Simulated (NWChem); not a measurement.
Species: C₄H₆S; SMILES C1=CSCC1

```xyz
11

C      0.8666    -1.2005     0.0519
C      1.2786     0.0727     0.0758
S      0.0017     1.2734    -0.0742
C     -1.2609    -0.0303     0.1979
C     -0.6111    -1.3649    -0.1769
H      1.5512    -2.0497     0.1066
H      2.3125     0.4148     0.1551
H     -1.5357    -0.0098     1.2645
H     -2.1542     0.2031    -0.3971
H     -0.7915    -1.6054    -1.2428
H     -1.0485    -2.1894     0.4088
```
Atoms are numbered in this order, from 1.

Program: NWChem. Pople sets run with spherical d functions. Structure relaxed at the PBE0/def2-SVP level. B3LYP is NWChem's, with the RPA form of VWN correlation.

Question: Order these runs by computing time, cheapest first, and give rough ratios: B3LYP/def2-SVP; B3LYP/def2-TZVP; B3LYP/STO-3G.

Answer: B3LYP/STO-3G (1), B3LYP/def2-SVP (4), B3LYP/def2-TZVP (10). Ratios are rough, from one shared machine; the cheapest took roughly 4 core-seconds. What differs between the cheapest and the dearest: highest occupied level (eV) -2.86 → -5.63; orbital gap (eV) 6.51 → 5.59; dipole (D) 0.57 → 1.52.
